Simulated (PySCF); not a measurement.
**Atomic charges by several schemes**

Species: C9H12O.
Cartesian coordinates in Å at the PBE0-D3(BJ)/def2-SVP level; atoms count from 1:
```xyz
22
C9H12O angstrom
C     -1.395   -0.462   -1.429
C     -1.355   -0.084    0.042
C     -2.523   -0.650    0.822
O     -0.183   -0.596    0.659
C      1.008    0.016    0.497
C      2.101   -0.608    1.117
C      3.370   -0.052    1.028
C      3.578    1.134    0.320
C      2.494    1.752   -0.296
C      1.213    1.204   -0.216
H     -1.417   -1.557   -1.534
H     -0.513   -0.086   -1.968
H     -2.294   -0.048   -1.911
H     -1.364    1.017    0.145
H     -2.523   -1.749    0.764
H     -2.454   -0.362    1.881
H     -3.476   -0.278    0.417
H      1.919   -1.533    1.667
H      4.209   -0.552    1.519
H      4.577    1.570    0.250
H      2.639    2.679   -0.855
H      0.386    1.711   -0.713
```

Density: PBE0/pcSseg-1 (PySCF); schemes: Mulliken, IAO, Hirshfeld and ESP-fitted. The structure is a single PBE0-D3(BJ)/def2-SVP conformer in the gas phase; no vibrational or solvent corrections.

Q: Tabulate the Mulliken, IAO, Hirshfeld and ESP-fitted charges.

A: In e; atoms taken as equivalent share a row and are averaged (×n: the atom named and its like, n in all):

```tsv
atom	environment	Mulliken	IAO	Hirshfeld	ESP-fitted
C1/C3	methyl carbon	-0.221	-0.419	-0.122	-0.589
C2	sp3 carbon bound to oxygen	-0.114	+0.104	+0.056	+0.654
O4	aryl ether oxygen	-0.484	-0.338	-0.098	-0.479
C5	aromatic carbon bearing oxygen	+0.234	+0.205	+0.076	+0.488
C6/C10	aromatic CH carbon	-0.141	-0.204	-0.076	-0.369
C7/C9	aromatic CH carbon	-0.079	-0.140	-0.050	-0.076
C8	aromatic CH carbon	-0.094	-0.179	-0.068	-0.245
H11 (×6)	methyl hydrogen	+0.122	+0.144	+0.043	+0.149
H14	methine hydrogen	+0.120	+0.118	+0.035	-0.041
H18/H22	aromatic hydrogen	+0.104	+0.151	+0.045	+0.181
H19/H21	aromatic hydrogen	+0.095	+0.150	+0.050	+0.140
H20	aromatic hydrogen	+0.091	+0.148	+0.046	+0.154
```

Mean size of the charges over all atoms: ESP-fitted 0.257 e, IAO 0.186 e, Mulliken 0.143 e, Hirshfeld 0.060 e. Each set sums to the total charge, 0, to within 0.001 e. The Hirshfeld scheme weights the molecular density at each point by an atom's share of the summed free-atom densities. The IAO scheme projects the occupied orbitals on a minimal set of polarised atomic orbitals and counts the electrons in each atom's part of it.

Some averages cover members that differ in this geometry: C1/C3, ESP-fitted -0.617 to -0.561; C6/C10, Mulliken -0.161 to -0.121; H11 (×6), ESP-fitted +0.128 to +0.167; C6/C10, IAO -0.223 to -0.185 e.

Lowest charge. The schemes don't all agree: Mulliken O4 (-0.484); IAO C1/C3 (-0.419); Hirshfeld C1/C3 (-0.122); ESP-fitted C1/C3 (-0.589).

Highest charge. The schemes don't all agree: Mulliken C5 (+0.234); IAO C5 (+0.205); Hirshfeld C5 (+0.076); ESP-fitted C2 (+0.654).

Q: Sum the charges by element, for elements with more than one atom.

A: 
```json
{"element": "C", "atoms": "9", "Mulliken": "-0.855", "IAO": "-1.395", "Hirshfeld": "-0.431", "ESP-fitted": "-1.170"}
{"element": "H", "atoms": "12", "Mulliken": "+1.339", "IAO": "+1.734", "Hirshfeld": "+0.529", "ESP-fitted": "+1.649"}
```

Q: How many electrons does the IAO scheme count on C5?

A: Z − q = 6 − (+0.205) = 5.795.

Q: How closely do the schemes follow one another over all atoms?

A: Correlation coefficient and root-mean-square difference: IAO with Hirshfeld 0.99, 0.141 e; Hirshfeld with ESP-fitted 0.93, 0.257 e; IAO with ESP-fitted 0.90, 0.159 e; Mulliken with IAO 0.90, 0.093 e; Mulliken with Hirshfeld 0.87, 0.115 e; Mulliken with ESP-fitted 0.73, 0.224 e.

These values come from a run that also computed NMR shieldings. Time: 45 s of wall time. Hardware: an Arm Neoverse V1 with one thread, shared host.
